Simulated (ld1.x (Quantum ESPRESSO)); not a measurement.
How hard is this gold PAW potential?

- Element: Au
- Generator: ld1.x (Quantum ESPRESSO) 7.5
- Type: PAW
- Functional: PBEsol
- Relativity: non-relativistic
- Frozen core: [Kr] 4d10 4f14 5s2
- Valence charge: 17
- Reference configuration: 5p6 5d10 6s1 6p0
- Partial waves: 6s (bound): rcut 2.10, rcutus 2.80 bohr; 6s channel at 1.9 Ry: rcut 2.10, rcutus 2.80 bohr; 5p (bound): rcut 1.85, rcutus 2.45 bohr; 6p (bound, empty): rcut 1.85, rcutus 2.45 bohr; 5d (bound): rcut 1.35, rcutus 1.80 bohr; 5d channel at 1 Ry: rcut 1.35, rcutus 1.80 bohr
- Local potential: all-electron potential smoothed inside 1.55 bohr (lloc = -2)
- Core correction: Bessel-smoothed model core inside 0.90 bohr
- Augmentation charge: BESSEL, radius 1.35 bohr

The pseudo-atom Hamiltonian at the reference potential is diagonalised in spherical Bessel functions j_l(qr) that vanish at 20 bohr, with q² up to the cutoff. All-electron valence levels (Ry): 6s -0.3036, 5p -3.9883, 6p -0.0557, 5d -0.5944.

**Question.** How do the lowest levels (Ry) of each channel move with the cutoff, and are there ghosts?

**Answer.**

| cutoff (Ry) | s #1 | s #2 | s #3 | p #1 | p #2 | p #3 | d #1 | f #1 | f #2 | Σ f·Δε (mRy) |
| --- | --- | --- | --- | --- | --- | --- | --- | --- | --- | --- |
| 8 | -0.3036 | 0.0114 | 0.1162 | -3.8629 | -0.0552 | 0.0545 | 0.0028 | 0.1094 | 0.2355 | 6724.9 |
| 10 | -0.3036 | 0.0113 | 0.0664 | -3.9654 | -0.0556 | 0.0544 | -0.1065 | 0.1094 | 0.2355 | 5016.1 |
| 15 | -1.2224 | -0.3036 | 0.0114 | -3.9879 | -0.0556 | 0.0544 | -0.3643 | 0.1094 | 0.2355 | 2303.6 |
| 18 | -1.5782 | -0.3036 | 0.0114 | -3.9879 | -0.0556 | 0.0544 | -0.4975 | 0.1094 | 0.2355 | 971.3 |
| 25 | -1.6953 | -0.3036 | 0.0114 | -3.9882 | -0.0556 | 0.0544 | -0.5757 | 0.1094 | 0.2355 | 187.9 |
| 30 | -1.7068 | -0.3036 | 0.0114 | -3.9883 | -0.0556 | 0.0544 | -0.5911 | 0.1094 | 0.2355 | 33.5 |
| 35 | -1.7078 | -0.3036 | 0.0114 | -3.9883 | -0.0556 | 0.0544 | -0.5937 | 0.1094 | 0.2355 | 7.0 |
| 45 | -1.7082 | -0.3036 | 0.0114 | -3.9883 | -0.0556 | 0.0544 | -0.5939 | 0.1094 | 0.2355 | 4.8 |
| 50 | -1.7089 | -0.3036 | 0.0114 | -3.9883 | -0.0556 | 0.0544 | -0.5942 | 0.1094 | 0.2355 | 2.1 |
| 60 | -1.7094 | -0.3036 | 0.0114 | -3.9883 | -0.0556 | 0.0544 | -0.5944 | 0.1094 | 0.2355 | 0.7 |
| 70 | -1.7095 | -0.3036 | 0.0114 | -3.9883 | -0.0556 | 0.0544 | -0.5944 | 0.1094 | 0.2355 | 0.6 |
| 400 | -1.7095 | -0.3036 | 0.0114 | -3.9883 | -0.0556 | 0.0544 | -0.5944 | 0.1094 | 0.2355 | 0.0 |

Result: ghost state, extra bound levels that the all-electron valence spectrum of the same l lacks: s at -23.3 eV (a true bound ghost makes a file unfit for plane-wave use); 10 mRy is reached at 35 Ry and 1 mRy at 55 Ry.

1 of 7 tests not solved or not reliable.
